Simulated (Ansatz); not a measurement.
B6H⁺ (the lowest singlet isomer of a short search), 7 atoms. Hardware: 4 threads of Arm Neoverse V2 on a shared host.

Correlated methods freeze 6 core orbitals.

Q: How many basis functions does each of these Ansatz runs have, and roughly what does it cost? PBE-D4/def2-TZVP, charge 1 singlet, energy, from earlier orbitals; BHLYP-D4/def2-TZVP, charge 1 singlet, energy, from earlier orbitals; HF/6-31G, charge 1 singlet, energy; BLYP-D4/def2-TZVP, charge 1 singlet, energy, from earlier orbitals; HF/STO-3G, charge 1 singlet, energy; PBE-D4/def2-TZVP, charge 1 triplet at the geometry of the charge 1 singlet, energy, from earlier orbitals; MP2/def2-TZVP, charge 1 singlet, energy, from earlier orbitals; PBE0-D4/def2-SVP, charge 1 singlet, relaxation, 7 steps; RPA@PBE/def2-TZVP, charge 1 singlet, energy, from earlier orbitals; B3LYP-D4/6-31G, charge 1 singlet, energy; LC-ωPBE/def2-TZVP, charge 1 singlet, energy, from earlier orbitals; PBE0-D4/def2-SVP, charge 1 singlet, energy with a search over starts.

A: Other jobs shared the machine, so times can vary by a factor of up to 3. A dash marks memory too small to be measured apart from the calling script's.

```json
{"run": "HF/STO-3G, charge 1 singlet, energy", "functions": "31", "fitting or Cholesky vectors": "408", "wall time": "0.1 s", "peak host memory (GiB)": "–"}
{"run": "HF/6-31G, charge 1 singlet, energy", "functions": "56", "fitting or Cholesky vectors": "788", "wall time": "0.2 s", "peak host memory (GiB)": "–"}
{"run": "B3LYP-D4/6-31G, charge 1 singlet, energy", "functions": "56", "fitting or Cholesky vectors": "788", "wall time": "0.45 s", "peak host memory (GiB)": "–"}
{"run": "PBE0-D4/def2-SVP, charge 1 singlet, energy with a search over starts", "functions": "89", "fitting or Cholesky vectors": "982", "wall time": "0.9 s", "peak host memory (GiB)": "–"}
{"run": "PBE-D4/def2-TZVP, charge 1 singlet, energy, from earlier orbitals", "functions": "192", "fitting or Cholesky vectors": "1058", "wall time": "1.2 s", "peak host memory (GiB)": "–"}
{"run": "BLYP-D4/def2-TZVP, charge 1 singlet, energy, from earlier orbitals", "functions": "192", "fitting or Cholesky vectors": "1058", "wall time": "1.4 s", "peak host memory (GiB)": "–"}
{"run": "LC-ωPBE/def2-TZVP, charge 1 singlet, energy, from earlier orbitals", "functions": "192", "fitting or Cholesky vectors": "1058", "wall time": "1.6 s", "peak host memory (GiB)": "–"}
{"run": "BHLYP-D4/def2-TZVP, charge 1 singlet, energy, from earlier orbitals", "functions": "192", "fitting or Cholesky vectors": "1298", "wall time": "1.6 s", "peak host memory (GiB)": "–"}
{"run": "MP2/def2-TZVP, charge 1 singlet, energy, from earlier orbitals", "functions": "192", "fitting or Cholesky vectors": "1219", "wall time": "1.8 s", "peak host memory (GiB)": "–"}
{"run": "PBE-D4/def2-TZVP, charge 1 triplet at the geometry of the charge 1 singlet, energy, from earlier orbitals", "functions": "192", "fitting or Cholesky vectors": "1058", "wall time": "2.5 s", "peak host memory (GiB)": "–"}
{"run": "RPA@PBE/def2-TZVP, charge 1 singlet, energy, from earlier orbitals", "functions": "192", "fitting or Cholesky vectors": "1219", "wall time": "2.6 s", "peak host memory (GiB)": "–"}
{"run": "PBE0-D4/def2-SVP, charge 1 singlet, relaxation, 7 steps", "functions": "89", "fitting or Cholesky vectors": "1047", "wall time": "7 s", "peak host memory (GiB)": "–"}
```
